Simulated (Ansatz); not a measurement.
`B[SiH](Cl)BN`, charge 0, multiplicity 1.

Problem. Give a relaxed structure at PBE0-D4/def2-TZVP (the Gaussian-basis code of Ansatz). (Estimate.)

Solution. The calculation gave: 
Z-matrix (Å, degrees):
```
Si
Cl 1 2.093
B 1 2.021 2 107.0
B 1 1.995 2 112.2 3 -122.5
H 1 1.492 2 106.1 3 118.4
N 3 1.380 1 118.0 2 -4.1
H 3 1.198 1 122.4 2 176.3
H 4 1.194 1 123.4 2 11.0
H 4 1.197 1 118.4 2 -171.8
H 6 1.009 3 122.4 1 0.9
H 6 1.007 3 123.6 1 179.6
```
This is one stationary point; other conformers may exist.
